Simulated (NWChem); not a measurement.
System: BH$_{3}$SeO$_{2}$; SMILES OB(O)[SeH]

Here is an NWChem input.

```
start job
memory heap 200 mb stack 900 mb global 1100 mb
geometry units angstroms noautoz
  B     -0.025782    -0.971921     0.000000
  O      1.086349    -1.756012     0.000000
  H      1.921406    -1.280936     0.000000
  O     -1.251010    -1.546514     0.000000
  H     -1.186383    -2.509279     0.000000
  Se     0.099843     0.995525     0.000000
  H     -1.356205     1.178019     0.000000
end
basis spherical
  B library sto-3g
  O library sto-3g
  H library sto-3g
  Se library sto-3g
end
dft
  xc xpbe96 cpbe96
  iterations 150
  mulliken
end
task dft energy
```

Geometry: optimised at PBE0/def2-SVP.

**Question.** Predict the main results of this run. (PBE/STO-3G.) Quantities: basis functions; energy (Ha); highest occupied level (eV); orbital gap (eV); dipole (D).

**Answer.** The number of basis functions is 36 and the energy (Ha) is -2549.06. The highest occupied level (eV) comes out as -2.73, the orbital gap (eV) is 6.73 and the dipole (D) comes out as 1.79.
